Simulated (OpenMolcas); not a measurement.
## O+: effect of the IPEA shift

* Program: OpenMolcas
* Basis: ANO-R1 [3s2p1d]
* Scalar Hamiltonian: X2C, finite nucleus
* Active space: 5 electrons in 4 orbitals (2s 2p)
* State averaging: 2S+1 = 4 odd, 1 root; 2S+1 = 2 odd, 8 roots; 2S+1 = 4 even, 3 roots; 2S+1 = 2 even, 9 roots
* Spin-orbit coupling: state interaction with AMFI integrals over the reference wave functions, term energies averaged over their components

Methods on the same reference wave functions:
A. CASSCF
B. SS-CASPT2, IPEA 0 Eh, imaginary shift 0.1 Eh (closed shells correlated: 1s)
C. SS-CASPT2, IPEA 0.25 Eh, imaginary shift 0.1 Eh (closed shells correlated: 1s)

Energies in cm-1 above 2s2 2p3 4S* 3/2, the measured ground level; measured values from NIST Handbook of Basic Atomic Spectroscopic Data.

| Level | A | B | C | Measured |
| --- | --- | --- | --- | --- |
| 2s2 2p3 4S* 3/2 | 0.0 | 0.0 | 0.0 | 0.0 |
| 2s2 2p3 2D* 3/2 | 30580 | 28950 | 28790 | 26831 |
| 2s2 2p3 2D* 5/2 | 30584 | 28950 | 28790 | 26811 |
| 2s2 2p3 2P* 3/2 | 41364 | 42660 | 42330 | 40468 |
| 2s2 2p3 2P* 1/2 | 41368 | 42660 | 42330 | 40470 |
| 2s 2p4 4P 5/2 | 122163 | 120470 | 120110 | 119837 |
| 2s 2p4 4P 3/2 | 122312 | 120620 | 120260 | 120000 |
| 2s 2p4 4P 1/2 | 122400 | 120710 | 120350 | 120083 |
| 2s 2p4 2D 3/2 | 179519 | 169850 | 170470 | 165996 |
| 2s 2p4 2D 5/2 | 179519 | 169850 | 170470 | 165988 |
| 2s 2p4 2S 1/2 | 209216 | 201500 | 202510 | 195710 |
| 2s 2p4 2P 3/2 | 233620 | 221080 | 222560 | 212594 |
| 2s 2p4 2P 1/2 | 233794 | 221250 | 222740 | 212762 |

Deviations, from unrounded energies. A percentage is the sum of absolute deviations over the sum of measured energies, with the sign that they share, or ± where signs differ.

| Against measurement | Levels | A | B | C |
| --- | --- | --- | --- | --- |
| mean absolute deviation (cm-1) | 12 | 8200 | 3400 | 3700 |
| other terms of the ground configuration (%) | 4 | +6.9 | +6.4 | +5.7 |
| other configurations (%) | 8 | +6.8 | +2.5 | +2.8 |

B lies closest to measurement on these levels and A furthest from it. The largest miss of B in the table is 2s 2p4 2P 1/2, by +8500 cm-1. The ranking rests on the paired levels alone, and a cruder setting can come out closer through cancelling errors.

Between B and C the level of the table that moves most is 2s 2p4 2P 3/2, by 1500 cm-1 (lowest in B, highest in C). Moves below CASPT2's spread within the term are not significant.

From A to B the spin-free energies of the other terms of 2s2 2p3 shown, above 4S*, scale by factors of 0.95 to 1.03.

The lowest spin-free term lies below A's lowest term by 0.077 hartree in B, 0.071 hartree in C.

CASPT2 breaks the degeneracy within a term, and the mean is taken; among the terms shown or strongly mixed into the levels shown the widest spread is 130 cm-1 (2s 2p4 2D, C). Without dynamic correlation excited terms often stand tens of per cent too high (terms of higher spin than the ground term too low), and those without a measured partner can miss by more than the paired ones (holds for A). Computed and measured levels are paired by configuration, term and J; levels that our copy of the source lacks, or whose pairing is in doubt (as where it misses far off the trend of its configuration), stay unpaired and out of the deviations. Only configurations of the active space appear.

* marks odd parity.
